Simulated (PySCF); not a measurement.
## Electron correlation in Ne (neon, neutral)

[Ne], closed-shell 1S. Computed with PySCF 2.14 in aug-cc-pVDZ-DK (4s3p2d, 23 functions), with scalar relativity by spin-free X2C-1e. Frozen: 1s2; 8 electrons correlated.

MP2 pair energies summed by pair of shells (mhartree):

```
 pair   energy  share (%)
2p-2p  -158.12       76.4
2s-2p   -41.35       20.0
2s-2s    -7.61        3.7
```

Total MP2 correlation energy: -207.09 mhartree.

Same-spin part -56.82 and opposite-spin part -150.27 mhartree; SCS-MP2 scales them by 1/3 and 6/5 to -199.26 mhartree.

```json
{"level": "CCSD", "correlation energy (mhartree)": "-210.34"}
{"level": "(T)", "correlation energy (mhartree)": "-2.80"}
{"level": "CCSD(T)", "correlation energy (mhartree)": "-213.14"}
```

Diagnostics: T1 = 0.0094, D1 = 0.0149, largest double amplitude 0.034.

Problem. Is a single reference adequate?

Solution. Yes: T1 lies below 0.03 and no double amplitude reaches 0.07.
